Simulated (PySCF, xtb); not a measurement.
GeH3O3, SMILES [OH][Ge]([OH])[OH] (connectivity only; charge and spin as stated), charge +1, multiplicity 1. The values are those of a single conformer.

Harmonic wavenumbers (cm⁻¹) from xtb with GFN2-xTB at its own minimum, in rising order: 166, 195, 209, 277, 368, 397, 624, 656, 720, 755, 778, 799, 3372, 3411, 3451.

**Question.** What does PBE-D3(BJ)/def2-SVP run with PySCF 2.14.0 give at its own minimum? (The exact figures need the calculation; the answer reports its results.)

**Answer.** 183, 204, 214, 271, 358, 410, 696, 777, 795, 859, 911, 920, 3633, 3639, 3655. Paired by order, the mean absolute difference is 92 cm⁻¹ and the zero-point energies are 23.1 and 25.1 kcal/mol.
